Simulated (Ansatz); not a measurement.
Method: frozen-core CCSD(T)/cc-pVQZ // PBE0-D3(BJ)/def2-TZVP (Ansatz, a quantum-chemistry and plane-wave program).

Ansatz 0.2 input:
```yaml
crystal:
  periodic: [false, false, false]
  atoms:
    - { symbol: C, position_ang: [1.255422, -0.137516, -0.304498] }
    - { symbol: N, position_ang: [0.121626, -0.675894, -0.370329] }
    - { symbol: C, position_ang: [-0.9943, 0.030379, 0.200873] }
    - { symbol: H, position_ang: [2.117349, -0.651188, -0.72932] }
    - { symbol: H, position_ang: [1.431297, 0.840757, 0.165978] }
    - { symbol: H, position_ang: [-0.72297, 0.997315, 0.649286] }
    - { symbol: H, position_ang: [-1.461772, -0.598574, 0.963112] }
    - { symbol: H, position_ang: [-1.746652, 0.19472, -0.575101] }
basis:
  gaussian: { orbitals: cc-pVQZ }
correlation:
  method: ccsd_t
```

Output:

```
Functional definition: HF
1830 factors; integrals over basis functions are off by at most 9.1e-4 eV
mean field evaluation 1: about -3620.1542 eV, gradient 2.9e1 eV
mean field evaluation 2: about -3620.1551 eV, gradient 2.9e1 eV
mean field evaluation 4: about -3622.3400 eV, gradient 4.5e0 eV
mean field evaluation 8: about -3622.3975 eV, gradient 5.4e-4 eV
mean field evaluation 16: about -3622.3964 eV, gradient 2.5e-1 eV
mean field -3622.39748947 eV, -133.1206523889 hartree, gradient 2.0e-6 eV, S^2 0.000000; 0 other end points of the search recorded, 0 dependent functions left out
3 core orbitals not correlated
reference -3622.39748947 eV, -133.1206523889 hartree; 9, 9 occupied and 303, 303 virtual orbitals, 1830 factors
second order -15.74980457 eV of doubles, -0.00000000 eV of singles
cycle   1  -15.81850123 eV  change   -6.9e-2 eV  update   8.3e-2
cycle   2  -16.23609106 eV  change   -4.2e-1 eV  update   2.5e-2
cycle   3  -16.31835622 eV  change   -8.2e-2 eV  update   1.2e-2
cycle   4  -16.31319737 eV  change    5.2e-3 eV  update   2.9e-3
cycle   5  -16.31412336 eV  change   -9.3e-4 eV  update   1.3e-3
cycle   6  -16.31452766 eV  change   -4.0e-4 eV  update   2.8e-4
cycle   7  -16.31439883 eV  change    1.3e-4 eV  update   1.1e-4
cycle   8  -16.31438767 eV  change    1.1e-5 eV  update   3.7e-5
cycle   9  -16.31439491 eV  change   -7.2e-6 eV  update   1.3e-5
perturbative correction -0.72102338 eV, -0.0264971205 hartree
Total energy: -3639.43290776 eV, -133.7466924641 hartree
```

Cost: very roughly 22 core-minutes.
